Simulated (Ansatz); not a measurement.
```yaml
crystal:
  periodic: [false, false, false]
  atoms:
    - {symbol: Si, position_ang: [-1.066338, -1.841452, -1.839963]}
    - {symbol: N, position_ang: [-0.521940, -1.327120, -0.320326]}
    - {symbol: Si, position_ang: [-0.265713, -2.530168, 1.004629]}
    - {symbol: B, position_ang: [-0.056503, -0.045759, -0.126904]}
    - {symbol: N, position_ang: [-0.775107, 1.144655, -0.339586]}
    - {symbol: Si, position_ang: [-2.567462, 1.079176, -0.484111]}
    - {symbol: Si, position_ang: [0.015109, 2.774821, -1.282900]}
    - {symbol: N, position_ang: [1.097065, 0.150118, 0.804463]}
    - {symbol: Si, position_ang: [1.085912, 1.398119, 1.830616]}
    - {symbol: Si, position_ang: [2.602725, -0.766120, 0.622268]}
    - {symbol: H, position_ang: [-0.798705, -0.759528, -2.926393]}
    - {symbol: H, position_ang: [-2.388625, -2.373944, -1.799705]}
    - {symbol: H, position_ang: [-0.203999, -3.044503, -2.387569]}
    - {symbol: H, position_ang: [-1.166020, -3.714315, 0.629886]}
    - {symbol: H, position_ang: [-0.987582, -2.002486, 2.173344]}
    - {symbol: H, position_ang: [1.070140, -3.089975, 1.199790]}
    - {symbol: H, position_ang: [-2.902803, 0.358779, 1.010433]}
    - {symbol: H, position_ang: [-3.042080, 0.194043, -1.480160]}
    - {symbol: H, position_ang: [-3.060323, 2.505596, -0.475197]}
    - {symbol: H, position_ang: [1.460031, 2.241129, -1.363805]}
    - {symbol: H, position_ang: [-0.202145, 3.663765, -0.534499]}
    - {symbol: H, position_ang: [-0.705268, 2.872790, -2.515309]}
    - {symbol: H, position_ang: [0.109210, 1.443489, 2.826811]}
    - {symbol: H, position_ang: [1.500984, 2.796973, 1.224605]}
    - {symbol: H, position_ang: [2.311871, 1.195700, 2.884257]}
    - {symbol: H, position_ang: [3.072084, -1.407380, 1.593571]}
    - {symbol: H, position_ang: [3.760092, 0.325668, 0.215782]}
    - {symbol: H, position_ang: [2.627727, -1.580770, -0.605516]}
basis:
  gaussian: {orbitals: def2-TZVPP}
total_charge: -1
magnetization: {spin_polarized: true, initial_magnetization: 5}
hamiltonian: {xc: {name: B3LYP5}}
output: {forces: true}
```

```sh
$ ansatz run in.yaml --threads 5 --pin off --events-out ev --progress --plain --max-ram 66560MiB --backend cuda --devices 0, --max-vram 37GiB
```

Shortened log:

```
Functional definition: B3LYP5
  name "B3LYP5"
  cite "Stephens, Devlin, Chabalowski & Frisch, J. Phys. Chem. 98, 11623 (1994) doi:10.1021/j100096a001"
  cite "Becke, Phys. Rev. A 38, 3098 (1988) doi:10.1103/PhysRevA.38.3098"
  cite "Lee, Yang & Parr, Phys. Rev. B 37, 785 (1988) doi:10.1103/PhysRevB.37.785"
  cite "Vosko, Wilk & Nusair, Can. J. Phys. 58, 1200 (1980) doi:10.1139/p80-159"
  parameter a0 = 0.2
  parameter ax = 0.72
  parameter ac = 0.81
  exchange = (1 - a0 - ax)*slater_x + ax*b88_x + a0*exact_x
  correlation = (1 - ac)*vwn5_c + ac*lyp_c
3442 factors; their error is unknown
mean field evaluation 1: about -52669.9431 eV, gradient 6.5e1 eV
mean field evaluation 2: about -52518.1442 eV, gradient 1.7e2 eV
mean field evaluation 4: about -52659.7624 eV, gradient 5.8e1 eV
mean field evaluation 8: about -52689.1467 eV, gradient 2.6e0 eV
mean field evaluation 16: about -52689.2796 eV, gradient 1.5e-1 eV
mean field evaluation 32: about -52689.3441 eV, gradient 9.2e-5 eV
mean field -52689.35314215 eV, -1936.2980138478 hartree, gradient 2.9e-6 eV, S^2 8.762495; 20 other end points of the search recorded, 0 dependent functions left out
the calculation of the forces begins
reference -52689.35361137 eV, -1936.2980310913 hartree; 67, 62 occupied and 561, 566 virtual orbitals, 3442 factors
Total energy: -52689.35361137 eV, -1936.2980310913 hartree
Atom 0 at    -1.066338    -1.841452    -1.839963 Å, force     1.176750    -0.229165    -3.825742 eV/Å
Atom 1 at    -0.521940    -1.327120    -0.320326 Å, force    -1.444321    -3.898314     0.097775 eV/Å
Atom 2 at    -0.265713    -2.530168     1.004629 Å, force    -1.114182    -1.759418     0.797144 eV/Å
Atom 3 at    -0.056503    -0.045759    -0.126904 Å, force     4.864354     1.753073     0.529686 eV/Å
Atom 4 at    -0.775107     1.144655    -0.339586 Å, force    -3.066223     2.750225    -1.178286 eV/Å
Atom 5 at    -2.567462     1.079176    -0.484111 Å, force    -0.173971     1.083691     3.621296 eV/Å
Atom 6 at     0.015109     2.774821    -1.282900 Å, force     3.624943    -7.640638    -6.283571 eV/Å
Atom 7 at     1.097065     0.150118     0.804463 Å, force     0.738210    -2.683373    -1.105074 eV/Å
Atom 8 at     1.085912     1.398119     1.830616 Å, force     3.759004     3.489137     2.436984 eV/Å
Atom 9 at     2.602725    -0.766120     0.622268 Å, force    -1.111157     4.565645    -6.347751 eV/Å
Atom 10 at    -0.798705    -0.759528    -2.926393 Å, force    -0.517578    -0.750386     0.804710 eV/Å
Atom 11 at    -2.388625    -2.373944    -1.799705 Å, force    -1.185820    -0.364706    -0.024906 eV/Å
Atom 12 at    -0.203999    -3.044503    -2.387569 Å, force    -0.369100     0.651128     0.754162 eV/Å
Atom 13 at    -1.166020    -3.714315     0.629886 Å, force     0.541353     0.510240    -0.329896 eV/Å
Atom 14 at    -0.987582    -2.002486     2.173344 Å, force     0.351911     0.268474     0.341411 eV/Å
Atom 15 at     1.070140    -3.089975     1.199790 Å, force     0.321294    -0.237151     0.496365 eV/Å
Atom 16 at    -2.902803     0.358779     1.010433 Å, force     0.317781     0.813943    -1.765120 eV/Å
Atom 17 at    -3.042080     0.194043    -1.480160 Å, force    -0.350708    -0.621352    -0.990176 eV/Å
Atom 18 at    -3.060323     2.505596    -0.475197 Å, force    -0.037780    -0.564095    -0.280616 eV/Å
Atom 19 at     1.460031     2.241129    -1.363805 Å, force    -1.080492     0.166436     0.035531 eV/Å
Atom 20 at    -0.202145     3.663765    -0.534499 Å, force    -2.083333     7.935166     6.872012 eV/Å
Atom 21 at    -0.705268     2.872790    -2.515309 Å, force    -0.549905    -0.145064    -0.878059 eV/Å
Atom 22 at     0.109210     1.443489     2.826811 Å, force    -1.870129     0.309880     0.809242 eV/Å
Atom 23 at     1.500984     2.796973     1.224605 Å, force    -0.726164    -0.995973     0.536927 eV/Å
Atom 24 at     2.311871     1.195700     2.884257 Å, force    -0.800261     0.064934    -1.168111 eV/Å
Atom 25 at     3.072084    -1.407380     1.593571 Å, force     2.201736    -3.366216     5.450891 eV/Å
Atom 26 at     3.760092     0.325668     0.215782 Å, force    -1.222965    -0.900074     0.627537 eV/Å
Atom 27 at     2.627727    -1.580770    -0.605516 Å, force    -0.193248    -0.206048    -0.034365 eV/Å
Dipole moment:    -0.318941    -0.160833     0.144391 e Å
```

In this input the spin is set far too high for this molecule. The run converged. The result belongs to that input, not to the molecule as meant.
